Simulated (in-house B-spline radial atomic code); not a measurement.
A fraction x of an electron is removed from 3p in Al, starting from [Ne] 3s2 3p1 and keeping the highest spin. All numbers are computed (non-relativistic Hartree-Fock with fractional occupations, spin-polarised, spherical fractional occupations; point nucleus) with a B-spline radial code for spherical atoms, not measured.

Caution: exact exchange at fractional occupations of open shells leaves self-interaction of up to several eV.

| x | E(x) - E(0) (eV) | 3p up level (eV) |
| --- | --- | --- |
| 0 | 0.0000 | -1.834 |
| 0.11 | 0.2204 | -2.174 |
| 0.16 | 0.3330 | -2.333 |
| 0.36 | 0.8648 | -2.990 |
| 0.49 | 1.2823 | -3.436 |
| 0.5 | 1.3168 | -3.470 |
| 0.58 | 1.6057 | -3.752 |
| 0.7 | 2.0817 | -4.184 |
| 0.8 | 2.5184 | -4.552 |
| 0.95 | 3.2434 | -5.117 |
| 1 | 3.5040 | - |

The exact functional would give a straight line between the two integer points. Deviations E(x) - E(0) - x[E(1) - E(0)], in eV: -0.165 at x = 0.11, -0.228 at x = 0.16, -0.397 at x = 0.36, -0.435 at x = 0.49, -0.435 at x = 0.5, -0.427 at x = 0.58, -0.371 at x = 0.7, -0.285 at x = 0.8, -0.085 at x = 0.95.

The curve lies below the straight line by up to 0.435 eV (at x = 0.49): with spherically averaged exact exchange in an open shell, this holds the self-interaction named above.

Problem. How well does Slater's transition state (minus the level at half occupation) give the ionisation energy?

Solution. It gives 3.470 eV against 3.504 eV from the two total energies; NIST lists 5.99 eV, ground level to ground level. The end point has an open shell averaged over its orbitals, so its exact exchange keeps a self-interaction and this is no true integer point.
